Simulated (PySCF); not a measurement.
H4MoN2OS, multiplicity 1. Atoms are numbered in the order given.

```xyz
9

Mo     0.2570     0.0962    -0.1346
O      1.6684    -0.0834     0.7791
N      0.2851    -0.6976    -1.6870
H      0.8468    -1.3142    -2.2785
N     -0.1007     1.9739    -0.4432
H      0.2060     2.7086     0.1924
H     -0.4760     2.3641    -1.3047
S     -1.5475    -0.9759     0.9710
H     -1.2481    -0.4508     2.1858
```
Charge 0, spin multiplicity 1.

Geometry optimised at B3LYP-D3(BJ)/def2-SVP. The multiplicity is an assumed one; no other spin state was optimised. The structure was generated by enumeration; whether it is a known compound was not checked. The def2 effective core potentials stand for the cores of Mo; spin–orbit coupling is left out. The values are those of a single conformer.

These are TDDFT-B3LYP/def2-SVPD (PySCF) values and carry that method's errors.

Vertical excitations. Gas-phase values at a fixed geometry.

```tsv
state	energy (eV)	λ (nm)	f	main pairs
S1	3.93	316	0.005	HOMO→LUMO+1 90 %
S2	4.05	306	0.060	HOMO→LUMO 82 %
S3	4.34	286	0.001	HOMO−1→LUMO+1 92 %
S4	4.50	275	0.011	HOMO−1→LUMO 63 %, HOMO→LUMO+2 19 %
S5	4.68	265	0.004	HOMO→LUMO+2 73 %
S6	4.72	263	0.008	HOMO−2→LUMO 85 %
S7	5.06	245	0.002	HOMO−3→LUMO+1 63 %, HOMO−3→LUMO 18 %
S8	5.19	239	0.014	HOMO−2→LUMO+1 37 %, HOMO−3→LUMO+1 23 %, HOMO−3→LUMO 16 %, HOMO−1→LUMO 8 %
S9	5.34	232	0.009	HOMO−1→LUMO+2 52 %, HOMO−2→LUMO+1 19 %
S10	5.36	231	0.005	HOMO→LUMO+3 65 %, HOMO−3→LUMO 10 %
T1	3.31	375	0	HOMO→LUMO 94 %
T2	3.63	342	0	HOMO→LUMO+1 71 %, HOMO−2→LUMO+1 18 %
T3	3.84	323	0	HOMO−1→LUMO 68 %, HOMO−1→LUMO+1 14 %
T4	3.97	313	0	HOMO−1→LUMO+1 63 %, HOMO−1→LUMO 17 %
```
Triplets are in the Tamm–Dancoff approximation, which puts them higher than full response would, so one can lie above its singlet here.
